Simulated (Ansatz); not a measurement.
Relaxation of C4H11BO (17 atoms, charge 0, multiplicity 1), to a largest force component of 0.02 eV/Å in at most 40 steps.

Method: Ansatz 0.2.0, RKS PBE/STO-3G.

```xyz
17
Properties=species:S:1:pos:R:3:forces:R:3
B -0.866 -1.119 0.975 -2.16 2.77 -1.24
C 0.043 -0.485 -0.193 1.10 -1.10 4.09
C 1.323 -1.295 -0.245 3.39 -0.45 2.19
O -0.525 -0.560 -1.444 -2.74 1.96 -4.50
C 0.392 0.994 0.076 -1.02 1.18 1.13
C -0.812 1.965 -0.002 0.00 0.87 -0.14
H -1.982 -0.649 1.107 0.81 -0.61 -0.03
H -0.529 -1.969 1.624 0.63 -1.65 1.08
H 2.014 -0.915 -1.010 0.11 -0.05 -0.47
H 1.150 -2.372 -0.390 -0.15 -0.18 -0.24
H 1.900 -1.202 0.750 -0.82 -0.19 -1.25
H -0.743 -1.522 -1.626 -0.15 -1.48 0.16
H 0.798 1.128 1.088 0.49 -0.36 0.31
H 1.121 1.360 -0.627 1.11 0.09 -0.93
H -1.291 1.866 -0.996 -0.08 0.24 0.14
H -0.461 3.028 0.169 -0.28 -0.89 -0.38
H -1.550 1.747 0.784 -0.25 -0.14 0.07
```

Question: Where does it end, and by what steps?

Answer: The forces met the threshold. Limits of this set-up: minimal basis. After 12 steps the energy has fallen by 2.326 eV; H8 moved furthest, 1.02 Å. Joined: B1–O4 (2.51 → 1.63 Å).

```csv
step,energy less start (eV),largest force component (eV/Å),accepted
0,0.0000,4.504,yes
1,-0.6637,1.983,yes
2,-0.7980,0.948,yes
3,-0.8733,0.569,yes
4,-1.0426,2.012,yes
5,-1.4085,3.040,yes
6,-1.9743,2.530,yes
7,-1.9228,4.561,no
8,-2.2728,0.446,yes
9,-2.3100,0.309,yes
10,-2.3230,0.129,yes
11,-2.3253,0.058,yes
12,-2.3257,0.011,yes
```

```xyz
17
Properties=species:S:1:pos:R:3
B -1.125 -1.118 0.624
C 0.208 -0.436 0.103
C 1.497 -1.255 -0.154
O -0.908 -0.790 -0.956
C 0.470 1.099 0.072
C -0.806 1.985 0.058
H -1.988 -0.459 1.071
H -1.109 -2.275 0.839
H 2.032 -0.923 -1.067
H 1.280 -2.339 -0.228
H 2.177 -1.112 0.709
H -0.563 -1.680 -1.359
H 1.072 1.332 0.977
H 1.104 1.349 -0.807
H -1.430 1.754 -0.825
H -0.521 3.053 0.017
H -1.412 1.814 0.966
```

Whether the end is a true minimum wasn't checked by a vibrational analysis.

Time of the run: 64 s on 1 thread of Arm Neoverse N1, with other jobs on the host, peak memory 0.12 GiB.
